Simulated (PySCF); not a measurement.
## Basis and Hamiltonian dependence of the excitation energy of Au²⁺

Au²⁺ [Xe] 4f14 5d9 (2D) → Au²⁺ [Xe] 4f14 5d8 6s1 (4F). Calculated with PySCF 2.14 from differences of total energies of unrestricted determinants, without spin-orbit coupling. Values in eV.

```csv
basis,Hamiltonian,functions,UHF,r2SCAN,PBE0,MP2 (valence),CCSD(T) (valence),CCSD(T) (valence and next inner shell)
aug-cc-pVDZ-PP with ECP60MDF,ECP,54,3.868,3.724,4.073,4.282,4.247,n/a
def2-TZVPP with the def2 core potential (60 electrons),ECP,56,3.763,n/a,n/a,n/a,n/a,4.079
def2-TZVPPD with the def2 core potential (60 electrons),ECP,59,3.763,3.650,4.004,4.335,4.290,4.056
aug-cc-pwCVDZ-PP with ECP60MDF,ECP,70,3.673,3.527,3.895,4.124,4.081,3.764
ANO-RCC-VTZP,spin-free X2C,84,3.803,3.577,3.973,4.317,4.281,4.111
aug-cc-pVTZ-PP with ECP60MDF,ECP,88,3.665,3.482,3.864,4.205,4.162,n/a
def2-QZVPPD with the def2 core potential (60 electrons),ECP,88,3.710,3.540,3.917,4.305,4.258,n/a
x2c-TZVPPall,spin-free X2C,97,3.828,3.705,4.091,4.368,4.329,4.165
"aug-cc-pVTZ-PP with one added diffuse shell each of s, p, d, f, g type with ECP60MDF",ECP,113,3.665,3.482,3.864,4.205,n/a,n/a
"x2c-TZVPPall with one added diffuse shell each of s, p, d, f type",spin-free X2C,113,3.819,3.687,4.075,4.351,4.312,n/a
aug-cc-pwCVTZ-PP with ECP60MDF,ECP,122,3.658,3.481,3.862,4.225,n/a,n/a
```

Frozen in the all-electron rows: valence: [Xe] 4f14; valence and next inner shell: [Kr] 4d10 4f14; with a core potential, the same shells as far as they lie outside it.
